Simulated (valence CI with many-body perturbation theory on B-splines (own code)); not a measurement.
**Forbidden lines of Ge¹⁰⁺**

Method: configuration interaction combined with many-body perturbation theory (CI+MBPT): four valence electrons over a frozen Dirac-Fock core [Ar], radial functions for each j: 7 s, 7 p, 8 d, 6 f, 4 g, 1 h, with the one-electron correlation potential Σ1, the two-electron term Σ2, the three-electron term Σ3, Breit, model QED; selected CI, second order for the rest, scaled by the run's own slope (own B-spline code, finite nucleus).

No measured spectrum was set against this ion. As an estimate, terms of the open shell hold to 2 to 4 % of their energy, and close levels can change places. Excitations out of the core, of the other parity, are not computed and may begin above about 64.6 eV (a cautious bound); beyond it only levels of the ground parity were kept, without lifetimes.

Lines 51 to 100 of 120 in falling wavelength, among levels below 520750 cm⁻¹, chosen from the decays that carry over 1 % of a level's rate. Wavelengths and rates use the calculated energies, so an error of 2000 cm⁻¹ moves a line at 2791 Å by 5.6 % and its rate by three times that or more. Electric multipoles are in the length gauge, E1 and E2 with the static RPA response of the core. S is in atomic units (e²a₀⁴ for E2 and M2, e²a₀⁶ for E3), for M1 in squared Bohr magnetons. Weak lines are less certain than strong ones. Lines between different terms over intervals too small for the method are left out, as are lines whose strength nearly cancels.

Letters in brackets count levels of one name in rising energy.

```tsv
λ vac (Å)	Upper	Lower	Type	A (s⁻¹)	S (a.u.)
2791	3d4 1D_2 [a]	3d4 3F_2 [a]	M1	8.32e+00	3.36e-02
2759	3d4 1D_2 [a]	3d4 3F_3 [a]	M1	1.62e+01	6.29e-02
2739	3d4 3H_4	3d4 5D_4	M1	2.06e+00	1.41e-02
2594	3d4 3H_5	3d4 5D_4	M1	2.11e-02	1.50e-04
2586	3d4 3H_4	3d4 5D_3	M1	4.13e-01	2.38e-03
2582	3d4 1F_3	3d4 3G_4	M1	5.51e+00	2.46e-02
2557	3d4 1D_2 [a]	3d4 3P_1 [a]	M1	3.48e+00	1.08e-02
2524	3d4 1F_3	3d4 3G_3	M1	4.32e+00	1.80e-02
2517	3d4 3P_0 [a]	3d4 5D_1	M1	6.43e+01	3.80e-02
2398	3d4 3P_2 [b]	3d4 3D_1	M1	5.56e-01	1.42e-03
2385	3d4 3F_3 [a]	3d4 5D_4	M1	1.97e+00	6.92e-03
2364	3d4 1F_3	3d4 3P_2 [a]	M1	4.07e-01	1.39e-03
2342	3d4 3F_4 [b]	3d4 1G_4 [a]	M1	2.27e+00	9.74e-03
2339	3d4 3P_2 [b]	3d4 3D_2	M1	6.81e+00	1.61e-02
2323	3d4 3F_4 [a]	3d4 5D_4	M1	2.70e+01	1.13e-01
2320	3d4 3P_1 [a]	3d4 5D_2	M1	4.77e+01	6.62e-02
2302	3d4 3P_2 [b]	3d4 3D_3	M1	3.47e+00	7.84e-03
2302	3d4 3P_2 [b]	3d4 3D_3	E2	8.17e-01	2.36e-01
2269	3d4 3F_3 [a]	3d4 5D_3	M1	1.62e+01	4.91e-02
2268	3d4 3F_2 [b]	3d4 3D_1	M1	7.84e+00	1.70e-02
2247	3d4 3F_2 [a]	3d4 5D_3	M1	1.53e+00	3.21e-03
2227	3d4 1F_3	3d4 3F_4 [a]	M1	1.57e+00	4.51e-03
2215	3d4 3F_2 [b]	3d4 3D_2	M1	1.09e+01	2.19e-02
2215	3d4 3F_4 [b]	3d4 3D_3	M1	1.05e+01	3.80e-02
2212	3d4 3F_4 [a]	3d4 5D_3	M1	6.18e+00	2.23e-02
2199	3d4 3P_1 [a]	3d4 5D_0	M1	3.49e+00	4.13e-03
2175	3d4 3F_3 [a]	3d4 5D_2	M1	6.64e+00	1.77e-02
2173	3d4 1F_3	3d4 3F_3 [a]	M1	2.20e+00	5.84e-03
2155	3d4 3F_2 [a]	3d4 5D_2	M1	9.68e+00	1.80e-02
2092	3d4 3P_2 [a]	3d4 5D_3	M1	2.74e+01	4.65e-02
2088	3d4 3F_2 [a]	3d4 5D_1	M1	5.66e+00	9.55e-03
2069	3d4 3G_3	3d4 5D_4	M1	7.55e-01	1.73e-03
2032	3d4 3G_4	3d4 5D_4	M1	4.08e+00	1.14e-02
1981	3d4 3G_3	3d4 5D_3	M1	5.16e+00	1.04e-02
1974	3d4 3G_5	3d4 5D_4	M1	1.70e-01	5.34e-04
1946	3d4 3G_4	3d4 5D_3	M1	1.37e+00	3.38e-03
1944	3d4 1F_3	3d4 3H_4	M1	1.26e+00	2.40e-03
1909	3d4 3G_3	3d4 5D_2	M1	2.29e+00	4.13e-03
1833	3d4 3F_4 [b]	3d4 3G_5	M1	6.78e+00	1.39e-02
1833	3d4 3F_4 [b]	3d4 3G_5	E2	1.42e+00	2.37e-01
1786	3d4 3F_4 [b]	3d4 3G_4	M1	3.24e+00	6.16e-03
1786	3d4 3F_4 [b]	3d4 3G_4	E2	9.98e-01	1.46e-01
1758	3d4 3F_4 [b]	3d4 3G_3	M1	2.61e+00	4.74e-03
1737	3d4 3F_2 [b]	3d4 3G_3	M1	1.71e+01	1.66e-02
1729	3d4 3P_2 [b]	3d4 3P_2 [a]	E2	1.12e+00	7.71e-02
1665	3d4 3D_3	3d4 5D_4	M1	1.60e+01	1.92e-02
1609	3d4 3F_4 [b]	3d4 3F_4 [a]	M1	4.42e+00	6.13e-03
1609	3d4 3F_4 [b]	3d4 3F_4 [a]	E2	1.10e+00	9.54e-02
1607	3d4 3D_3	3d4 5D_3	M1	3.62e+00	3.90e-03
1600	3d4 1G_4 [a]	3d4 5D_4	M1	9.24e-01	1.26e-03
```
